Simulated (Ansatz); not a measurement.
Isolated molecules relaxed with PBE0-D4/def2-TZVP in Ansatz; ΔE leaves out vibrations. CCSD(T)/CBS adds triple-zeta CCSD(T) − MP2 to the extrapolated MP2 energy (def2 sets, frozen cores). This one scheme is used for every species. DFT in def2-TZVPP. B3LYP here is the variant with VWN-RPA as its local correlation; programs differ in this.

Consider the formal exchange of groups at the Si–C bond: `FC#C[SiH3]` + `F[C@H]1C[Si@@H]1F` → `F[C@H]1C[Si@H]1[SiH3]` + `FC#CF`.

Is it downhill or uphill in electronic energy at CCSD(T)/CBS, and by how much? (Best estimate.)

The calculation gave: Uphill: ΔE = +318.9 kJ/mol.

What do these levels give: ωB97X-V, ωB97M-V, B2PLYP, PBE, r2SCAN, B3LYP, MP2/def2-TZVPP, SCS-MP2/def2-TZVPP, CCSD(T)/def2-TZVPP, SCS-MP2/def2-QZVPP, HF/CBS(def2), MP2/CBS(def2)? (Estimate.)

Computed: ωB97X-V 303.4, ωB97M-V 311.9, B2PLYP 318.7, PBE 277.8, r2SCAN 308.2, B3LYP 308.1, MP2/def2-TZVPP 330.8, SCS-MP2/def2-TZVPP 330.2, CCSD(T)/def2-TZVPP 313.5, SCS-MP2/def2-QZVPP 334.2, HF/CBS(def2) 340.4, MP2/CBS(def2) 336.2 kJ/mol.

Largest T1 diagnostic among the species: 0.013.

The D4 term adds −4.6 kJ/mol with B3LYP and −2.8 kJ/mol with PBE0; it sums over pairs of atoms, weighted by their polarisabilities, and B3LYP, whose exchange is more repulsive, gets the larger term. From PBE to PBE0 (25 % exact exchange), in def2-TZVPP and without D4, ΔE moves by +10.9 kJ/mol. In def2-TZVPP, CCSD(T) changes the Hartree–Fock value by −24.3 kJ/mol (the triples alone add −3.8 kJ/mol) and MP2 by −7.0 kJ/mol.
